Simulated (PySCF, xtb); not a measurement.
Cl2HSi, SMILES Cl[SiH]Cl (connectivity only; charge and spin as stated), charge +1, multiplicity 1.

Harmonic wavenumbers (cm⁻¹) from xtb with GFN2-xTB at its own minimum, in rising order: 155, 519, 549, 583, 729, 2373.

**Question.** What does PBE0-D3(BJ)/def2-TZVP (PySCF) give at its own minimum? (An estimate is asked for; the answer gives what the named calculation found.)

**Answer.** 203, 520, 591, 729, 813, 2331. Paired by order, the mean absolute difference is 61 cm⁻¹ and the zero-point energies are 7.0 and 7.4 kcal/mol.
